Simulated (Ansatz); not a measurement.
`C[Si](O)(O)[SiH3]`, charge 0, multiplicity 1.

Give a relaxed structure at PBE0-D4/def2-TZVP (the Gaussian-basis code of Ansatz). (An estimate is asked.)

Ansatz gave: 
```xyz
13

C    -1.352    1.057    0.067
Si    0.257    0.229   -0.388
O     0.324   -0.172   -1.980
O     1.507    1.278   -0.117
Si    0.556   -1.789    0.772
H    -2.197    0.404   -0.165
H    -1.395    1.287    1.136
H    -1.482    1.990   -0.488
H     0.499    0.536   -2.604
H     1.426    1.884    0.621
H     1.844   -2.439    0.410
H     0.565   -1.522    2.240
H    -0.555   -2.742    0.496
```
This is one stationary point; other conformers may exist.
